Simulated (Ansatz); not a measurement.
Molecule: SiBr, charge 0, multiplicity 2. 
Structure (B3LYP-D3(BJ)/def2-TZVP (Ansatz, a program for electronic structure) minimum search):
```xyz
2

Si     0.0000     0.0000    -1.6088
Br     0.0000     0.0000     0.6435
```
Charge 0, spin multiplicity 2.

Property: atomisation energy (electronic, to ground-state atoms), in kcal/mol. Correlated levels leave the core frozen unless marked. UHF or UKS for open shells. Spin-orbit coupling is left out. The frozen core is the preceding noble-gas configuration, with the filled d and f shells of earlier blocks. No relativistic terms. The coupled-cluster limit lacks core correlation, which all-electron functionals hold. Basis-set limits of correlation are two-point, X^-3; Hartree-Fock from the larger set. The bracket is a focal-point correction in the basis named.

```
level                                                            program  atomisation energy (kcal/mol)  minus last row
--------------------------------------------------------  --------------  -----------------------------  --------------
HF/def2-SVPD                                                      Ansatz                           58.3           -31.0
HF/def2-QZVPP                                                     Ansatz                           59.7           -29.6
PBE/def2-TZVPD                                                    Ansatz                           94.0             4.7
PBE-D4/def2-TZVPD                                         Ansatz + dftd4                           95.0             5.7
PBE0-D3(BJ)/def2-TZVPD                                    Ansatz + dftd3                           91.5             2.2
PBE0/def2-TZVPD                                                   Ansatz                           90.6             1.3
BHLYP/def2-TZVPD                                                  Ansatz                           84.1            -5.2
r2SCANh-D4/def2-TZVPD                                     Ansatz + dftd4                           91.0             1.7
B2PLYP-D4/def2-TZVPD                                      Ansatz + dftd4                           88.4            -0.9
MP2/6-31G                                                         Ansatz                           53.9           -35.4
MP2/def2-SVP                                                      Ansatz                           80.0            -9.3
MP2/def2-TZVPPD                                                   Ansatz                           86.9            -2.4
MP2/CBS(def2-TZVPP,def2-QZVPP)                                    Ansatz                           91.2             1.9
SCS-MP2/6-31G                                                     Ansatz                           53.3           -36.0
CCSD/6-31G                                                        Ansatz                           54.8           -34.5
CCSD/def2-SVPD                                                    Ansatz                           76.1           -13.2
CCSD/def2-TZVPPD                                                  Ansatz                           81.3            -8.0
CCSD/def2-QZVPPD                                                  Ansatz                           83.9            -5.4
CCSD/CBS(def2-TZVPPD,def2-QZVPPD)                                 Ansatz                           85.7            -3.6
RI-MP2/CBS(def2-TZVPP,def2-QZVPP)+[CCSD(T)-MP2]/def2-SVP          Ansatz                           89.2            -0.1
CCSD(T)/CBS(def2-TZVPPD,def2-QZVPPD)                              Ansatz                           89.3             0.0
```
